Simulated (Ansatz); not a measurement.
`N[SiH2]N[SiH](N)F` + `CS[SiH](N)F` → `N[SiH2]S[SiH](N)F` + `CN[SiH](N)F`  (redistribution)

Calculated with Ansatz (gas phase, PBE0-D4/def2-TZVP geometries, no zero-point term in ΔE). CCSD(T)/CBS is the MP2 limit (def2-TZVPP, def2-QZVPP) plus CCSD(T) − MP2 in def2-TZVPP, frozen cores. DFT in def2-TZVPP. B3LYP here is the variant with VWN-RPA as its local correlation; programs differ in this. Each species was taken in one conformer, which may not be the lowest.

```tsv
level	ΔE (kJ/mol)	difference from CCSD(T)/CBS
r2SCAN-D4	21.2	-4.2
PBE0-D4	16.9	-8.5
B3LYP-D4	23.7	-1.7
ωB97X-V	22.3	-3.1
ωB97M-V	23.5	-1.9
B2PLYP	26.2	0.8
PBE	17.3	-8.1
B3LYP	26.0	0.6
HF/def2-TZVPP	27.9	2.5
MP2/def2-TZVPP	24.1	-1.3
SCS-MP2/def2-TZVPP	25.2	-0.2
CCSD(T)/def2-TZVPP	23.8	-1.6
MP2/def2-QZVPP	25.5	0.1
SCS-MP2/def2-QZVPP	26.5	1.1
HF/CBS(def2)	29.4	4.0
CCSD/CBS(def2)	26.2	0.8
CCSD(T)/CBS	25.4	0
```

Largest T1 diagnostic among the species: 0.011.

In def2-TZVPP, CCSD(T) changes the Hartree–Fock value by −4.0 kJ/mol (the triples alone add −0.9 kJ/mol) and MP2 by −3.7 kJ/mol.
